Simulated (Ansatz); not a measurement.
Computed with Ansatz on PBE0-D4/def2-TZVP structures; ΔE is electronic, products minus reactants. CCSD(T)/CBS adds triple-zeta CCSD(T) − MP2 to the extrapolated MP2 energy (def2 sets, frozen cores). Functionals use def2-TZVPP. B3LYP here is the variant with VWN-RPA as its local correlation; programs differ in this. One conformer a species, not always the lowest.

Reaction (isomerisation): `CC=C([SiH3])[SiH3]` → `[SiH3]C[SiH]1CC1`

| level | ΔE (kJ/mol) | difference from CCSD(T)/CBS |
| --- | --- | --- |
| PBE-D4 | -6.3 | -10.2 |
| B3LYP-D4 | 14.5 | 10.6 |
| ωB97M-V | -4.7 | -8.6 |
| B3LYP | 10.7 | 6.8 |
| MP2/def2-TZVPP | -3.7 | -7.6 |
| SCS-MP2/def2-TZVPP | 7.9 | 4.0 |
| CCSD(T)/def2-TZVPP | 6.1 | 2.2 |
| MP2/def2-QZVPP | -5.0 | -8.9 |
| HF/CBS(def2) | 31.4 | 27.5 |
| MP2/CBS(def2) | -5.9 | -9.8 |
| CCSD(T)/CBS | 3.9 | 0 |

Largest T1 diagnostic among the species: 0.012.

In def2-TZVPP, CCSD(T) changes the Hartree–Fock value by −25.5 kJ/mol (the triples alone add −0.0 kJ/mol) and MP2 by −35.3 kJ/mol. From PBE to PBE0 (25 % exact exchange), in def2-TZVPP and without D4, ΔE moves by −3.7 kJ/mol.
